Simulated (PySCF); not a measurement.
Gas-phase reaction: 4 Ge(CH3)4 ⇌ 2 Ge2H6 + 2 C2H6 + 3 C4H8 (trans-2-butene)

Computed with PySCF and rigid-rotor harmonic-oscillator thermochemistry at 1 bar. † marks an energy on the PBE0/def2-TZVP geometry and frequencies; other levels use their own. 6-31G* has spherical d functions here. All species are closed-shell singlets. B3LYP is the form with VWN-RPA correlation. Ge: all electrons, no relativistic terms. The harmonic model lacks anharmonicity and excited electronic states, which grow with temperature; levels with a mode under 35 cm⁻¹ are left out. Internal rotation in Ge(CH3)4, Ge2H6, C2H6, C4H8 (trans-2-butene) is treated as a harmonic vibration of one conformer, which makes the entropy rough.

```csv
level,"ΔE electronic, kJ","ΔH°(298 K), kJ","ΔS°(298 K), J/K","ΔG°(1600 K), kJ"
B3LYP/6-31G*,434,371,415,-211
B3LYP/def2-TZVP†,482,426,420,-159
BLYP/def2-TZVP†,438,382,420,-203
HF/6-31G*,402,345,434,-263
HF/def2-TZVP†,455,399,420,-186
PBE0/def2-SVP†,519,463,420,-122
LDA/def2-TZVP†,593,537,420,-48
ωB97M-V/def2-TZVP†,603,547,420,-38
ωB97X-V/def2-TZVP†,607,551,420,-34
```
ΔH° is lowest at HF/6-31G* and highest at ωB97X-V/def2-TZVP†. No reference value is set beside these.
